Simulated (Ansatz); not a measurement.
The cluster Ge3O4⁺. Charge 1, multiplicity 2. Geometry r2SCAN-D4/def2-SVP, basis def2-TZVP, Ansatz.

```xyz
7

Ge    0.023   -0.990   -1.066
Ge   -1.386    1.831    0.512
Ge    2.114   -1.775    0.357
O     0.307   -2.156    0.278
O     1.770   -0.554   -0.988
O    -0.996    0.487   -0.406
O    -1.833    3.157    1.313
```

```csv
run,HOMO (eV),LUMO (eV)
A,-11.39,-10.27
B,-10.96,-10.36
C,-11.09,-10.40
D,-12.06,-9.57
```

Another isomer (doublet) lies 1.84 eV lower at PBE0-D4/def2-TZVP; other spin states weren't run for this one.

HOMO and LUMO are taken over both spins.

Q: The runs used BLYP, PBE, PBE0, r2SCAN. Estimate which is which.

A: A r2SCAN (0 % exact exchange); B BLYP (0 % exact exchange); C PBE (0 % exact exchange); D PBE0 (25 % exact exchange). Exact exchange lowers occupied and raises empty levels; among semilocal functionals meta-GGAs tend to open the gap a little, and such runs are hard to tell apart. The gap grows from 0.60 eV (BLYP) to 2.49 eV (PBE0).
